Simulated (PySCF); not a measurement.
## How methods differ on the fine-structure interval of Te³⁺

Te³⁺ [Kr] 4d10 5s2 5p1 [5p1/2^1, M_J = 1/2] → Te³⁺ [Kr] 4d10 5s2 5p1 [5p3/2^1, M_J = 3/2], as a difference of total energies. Computed with PySCF 2.14 in x2c-TZVPall-2c (8s9p5d2f, 74 functions), with the two-component X2C-1e Hamiltonian. Correlated levels: [Ar] 3d10 frozen; the 6 highest virtual spinors dropped. "Screened" scales the spin-orbit matrix elements by Boettger's factors to mimic the two-electron term; Breit and QED terms are absent.

| method | fine-structure interval (cm⁻¹) |
| --- | --- |
| GHF (screened spin-orbit) | 10078 |
| GMP2 (screened spin-orbit) | 9131.4 |
| GHF (bare spin-orbit) | 10447 |
